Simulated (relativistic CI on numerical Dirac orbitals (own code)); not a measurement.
Hyperfine structure of Zn IX, mass number 67

Calculated at this level of theory: Dirac-Coulomb-Breit CI, KLI orbitals optimised for each configuration, model QED, unscaled Slater integrals (own radial code, finite nucleus).

CI space (outside the closed core [Ne]): 3s²3p⁶3d⁴, 3s²3p⁵3d⁵, 3s²3p⁶3d³4s, 3s3p⁶3d⁵, 3s²3p⁶3d³4p, 3s²3p⁶3d³4d, 3s²3p⁶3d²4s4p, 3s²3p⁶3d³4f, 3s²3p⁶3d³5s, 3s²3p⁶3d³5p, 3s²3p⁶3d²4p4d, 3s²3p⁶3d²4s², 3s²3p⁶3d4s²4p, 3s²3p⁶3d4s²4d, 3s²3p⁶3d4s²4f, 3p⁶3d⁶, 3p⁵3d⁷, 3s²3p⁶3d²4p², 3s²3p⁶3d4s4p², 3s²3p⁶3d4p³, 3s²3p⁶3d4p²4d, 3s²3p⁶3d4p²4f. Double excitations out of closed p, d and f shells are left out; levels of such configurations are missing from the list, as are those of other unlisted configurations, and high levels can miss mixing partners.

Nuclear spin I = 5/2, μ = 0.87485 μN, Q = 0.122 b (tables of Stone and Pyykkö). The electronic factors are computed for point nuclear moments, without core polarisation or the Bohr-Weisskopf and QED corrections.

| Level | E (cm⁻¹) | A (MHz) | B (MHz) |
| --- | --- | --- | --- |
| 3s²3p⁶3d⁴ ⁵D1 | 482.9 | 106.9 | 84.3 |
| 3s²3p⁶3d⁴ ⁵D2 | 1366.2 | 158.2 | 52.4 |
| 3s²3p⁶3d⁴ ⁵D3 | 2554.8 | 223.1 | -60.1 |
| 3s²3p⁶3d⁴ ⁵D4 | 3969.5 | 295 | -245 |
| 3s²3p⁶3d⁴ ³H4 | 40398.4 | 538.3 | 131 |
| 3s²3p⁶3d⁴ ³H5 | 41466.3 | 467.4 | 139 |
| 3s²3p⁶3d⁴ ³H6 | 42442.9 | 454 | 123 |
| 3s²3p⁶3d⁴ ³P1 | 42828.5 | 219.7 | -10.5 |

Levels with J = 0, under 50 % of one LS term, or S terms without an open s electron are left out. Small factors come from cancelling terms and can be off by tens of per cent or more.

At this charge configurations can still be misplaced by up to about 7 % of their energy. Terms inside the open d or f shell come out 10 to 20 % too wide with unscaled integrals.

Problem. Give the hyperfine levels of 3s²3p⁶3d⁴ ⁵D3 relative to its centre of gravity.

Solution. With K = F(F + 1) − I(I + 1) − J(J + 1), E = AK/2 + B[¾K(K + 1) − I(I + 1)J(J + 1)]/[2I(2I − 1)J(2J − 1)]: F = 1/2: -2267, F = 3/2: -1916, F = 5/2: -1338, F = 7/2: -539.8, F = 9/2: 464.3, F = 11/2: 1658 MHz.
